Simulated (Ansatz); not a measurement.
ClFZn, SMILES `[F][Zn][Cl]`, relaxed with RKS PBE0-D4/def2-TZVP in Ansatz 0.2.0 from a PBE-D4/def2-SVP geometry. The force threshold is 0.005 eV/Å; the program also tests the step.

Total charge 0; spin multiplicity 1.

Start:

```xyz
3

F    -1.046    1.526   -0.212
Zn   -0.067    0.096   -0.013
Cl    1.113   -1.621    0.225
```

(1) How much energy does the relaxation release, and in how many steps? (Estimate.)

(2) Which bonds change most? (Best estimate.)

(3) Give the relaxed structure. (Estimate.)

## Answers

(1) The calculation gave: 0.47 kJ/mol, in 3 steps.

(2) Computed: Zn2–Cl3 from 2.097 to 2.073 Å; F1–Zn2 from 1.745 to 1.739 Å.

(3) Computed: 
```xyz
3

F    -1.040    1.516   -0.211
Zn   -0.063    0.091   -0.013
Cl    1.103   -1.607    0.223
```
